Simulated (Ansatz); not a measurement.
Basis-set extrapolation for CH5FO2Si, SMILES `O[SiH](O)CF` (PBE0-D4/def2-TZVP geometry, frozen core, Ansatz 0.2.0). Multiplicity 1, RHF reference.

|  | def2-TZVPP | def2-QZVPP |
| --- | --- | --- |
| HF | -579.119283 | -579.142496 |
| MP2 correlation | -1.019605 | -1.105011 |
| CCSD(T) correlation | -1.081090 | not run |

Energies in hartree. Use E(X) = E(∞) + A·exp(−7.88·√X) for Hartree–Fock and E(X) = E(∞) + B·X^(−2.97) for correlation, with X = 3 and 4, and add CCSD(T) minus MP2 of the smaller set to the MP2 limit.

Task: What is the CCSD(T) energy at the basis-set limit?

Result: HF limit: -579.142496 + (-0.023213) × 0.13774 = -579.14569. MP2 limit: -1.105011 + (-0.085406) × 0.74074 = -1.16827. Higher-order term: -1.081090 − (-1.019605) = -0.06149. Total: -580.37545 hartree, 459.7 kJ/mol below CCSD(T)/def2-TZVPP.
